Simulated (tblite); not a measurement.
Br₂Hg, triplet, geometry from GFN2-xTB (such geometries of metal compounds can be far from the true shape) (a higher spin typed on purpose: for a closed-shell molecule this is an excited state); IPEA1-xTB run with tblite 0.6.0.

tblite was given this input:
```
$ tblite run mol.xyz --method ipea1 --charge 0 --spin 2 --json tblite.json --no-restart

# file mol.xyz
3

Hg     0.93291155     0.23510093     0.18600654
Br    -1.24373165     1.56232255    -1.63638007
Br    -0.88863761    -2.09969611     1.21122227
```

The log (banner, timings and long lists left out):

```
xTB calculator
 | screened Coulomb repulsion
 | Coulomb electrostatics
 |  * isotropic Klopman-Ohno-Mataga-Nishimoto electrostatics
 |  * onsite third-order electrostatics
 | DFT-D3(BJ) dispersion correction

halogen bonding energy    0.0000000000000E+00 Eh
repulsion energy          5.9469516528937E-05 Eh
dispersion energy        -1.1288778240485E-03 Eh
number of electrons       1.6000000000000E+01 e
integral cutoff           2.9062217596822E+01 bohr

------------------------------------------------------------
  cycle        total energy    energy error   density error
------------------------------------------------------------
      1     -8.499046333923  -8.4979769E+00   3.0666367E-01
      2     -8.541463320378  -4.2416986E-02   1.1495229E-01
      3     -8.547252381339  -5.7890610E-03   6.8752407E-02
      4     -8.547793656117  -5.4127478E-04   4.0221653E-03
      5     -8.541658603141   6.1350530E-03   5.3621212E-02
      6     -8.547803323670  -6.1447205E-03   4.0849253E-04
      7     -8.547803653743  -3.3007286E-07   3.7100364E-05
      8     -8.547803653784  -4.0367709E-11   7.5468393E-06
------------------------------------------------------------

electronic energy        -8.5467342454762E+00 Eh
total energy             -8.5478036537837E+00 Eh

Post processing:
 | Mayer-Wiberg bond orders

[Info] JSON dump of results written to 'tblite.json'
```
